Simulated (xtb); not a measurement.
Species: H2IOSi, SMILES `[O-][SiH2]I` (charge -1, multiplicity 1).

Question: Give a relaxed geometry from GFN2-xTB in xtb.

Answer: the end point of this relaxation (outside a Z-matrix the atoms follow the SMILES, hydrogens last).
Bonds (Å): O1–Si2 1.523, Si2–I3 2.605, Si2–H4 1.474, Si2–H5 1.474. Bond angles (°): O1–Si2–I3 111.4, O1–Si2–H4 119.8, O1–Si2–H5 119.8, I3–Si2–H4 97.2, I3–Si2–H5 97.2, H4–Si2–H5 106.7.
